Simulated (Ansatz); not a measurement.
Reactions of C2H9NSSi, SMILES `CC(S)N[SiH3]`.

Calculated with Ansatz (gas phase, PBE0-D4/def2-TZVP geometries, no zero-point term in ΔE). CBS: MP2 limit from def2 TZ/QZ plus the TZ coupled-cluster correction, frozen cores. This one scheme is used for every species. Functionals use def2-TZVPP. Triplets are unrestricted, without spin–orbit coupling. Elements past krypton have def2 core potentials. For Sn, Zr outer-core shells are correlated without core-valence functions, which leaves a few kJ/mol of doubt a bond. Each species was taken in one conformer, which may not be the lowest.

```tsv
reaction	r2SCAN-D4 (kJ/mol)	ωB97M-V (kJ/mol)	ωB97X-V (kJ/mol)
`CC(S)N[SiH3]` → `CC(N)S` + `[SiH2]`	311	285	299
`CC(S)N[SiH3]` → `[CH2]` (triplet) + `[SiH3]NCS`	431	455	462
`CC(S)N[SiH3]` + H₂ → `CCN[SiH3]` + H₂S	-50	-56	-57
`CC(S)N[SiH3]` + `[OH][Zr]([OH])([OH])[SH]` → `C[O][Zr]([OH])([OH])[SH]` + `[SiH3]NCS`	61	62	58
`CC(S)N[SiH3]` + H₂ → `[SiH3]NCS` + CH₄	-51	-52	-52
`CC(S)N[SiH3]` + `F[C]1=[CH][SnH2]1` → `C[C]1=[C](F)[SnH2]1` + `[SiH3]NCS`	0	2	1
```

Give the CCSD(T)/CBS values in the same order. (Estimate.)

Computed: 290, 454, -53, 64, -49, 2 kJ/mol.

Largest T1 diagnostic: 0.017, for `[OH][Zr]([OH])([OH])[SH]`.
